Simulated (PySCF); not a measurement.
RbBe at M06-2X

Level: M06-2X. basis Rb def2-SVP with ECP28, Be def2-SVP; scalar-relativistic core potentials; PySCF 2.14.

| Item | Value |
| --- | --- |
| state | ²Σ⁺ (doublet), unpaired electrons σ ↑ |
| bond length | 3.613 Å |
| harmonic wavenumber | 133 cm⁻¹ |
| force constant | 0.0846 mdyn/Å |
| rotational constant Be | 0.1585 cm⁻¹ |
| anharmonicity ωexe | 2.67 cm⁻¹ |
| vibration–rotation constant αe | 0.00352 cm⁻¹ |
| well depth De to Rb + Be | 4.8 kcal/mol |
| dissociation energy D0 | 4.7 kcal/mol |
| bond order (Mayer) | 0.51 |
| dipole moment (positive dipole means Rb(−)Be(+)) | -2.06 D |

The bond is weak. Basis-set superposition, not corrected here, can be much of De in a small basis, most of all at correlated wavefunction levels. Functionals without a dispersion term scatter widely for such bonds, and LDA overbinds them. Spin–orbit coupling is left out. The state is the lowest determinant that a PBE0 search found; another state may lie lower at other levels.
